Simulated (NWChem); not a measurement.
A series in which one site is exchanged, each optimised at PBE0/def2-SVP with NWChem, gas phase unless a solvent is named. For some, no frequency run checked for a minimum. def2 effective core potentials on I; no spin-orbit coupling.

A: [CH3][Be][Cl] (CH3BeCl; site = Cl)
B: [BeH][CH3] (CH4Be; site = H)
C: [CH3][Be][F] (CH3BeF; site = F)
D: [CH3][Be][I] (CH3BeI; site = I)

Values for A:

| Property | Result |
|---|---|
| dipole (D), PBE0/def2-SVP | 1.25 |
| orbital gap (eV), PBE0/def2-SVP | 9.19 |
| lowest singlet excitation, B3LYP/def2-SVPD, TDA (eV) | 7.50 |

How do these values change for the other members?


```json
[
 {"change from A": "dipole (D), PBE0/def2-SVP", "B": "-0.60", "C": "+0.16", "D": "-0.20"},
 {"change from A": "orbital gap (eV), PBE0/def2-SVP", "B": "-0.96", "C": "-0.01", "D": "-1.64"},
 {"change from A": "lowest singlet excitation, B3LYP/def2-SVPD, TDA (eV)", "B": "-1.09", "C": "+0.09", "D": "-1.60"}
]
```
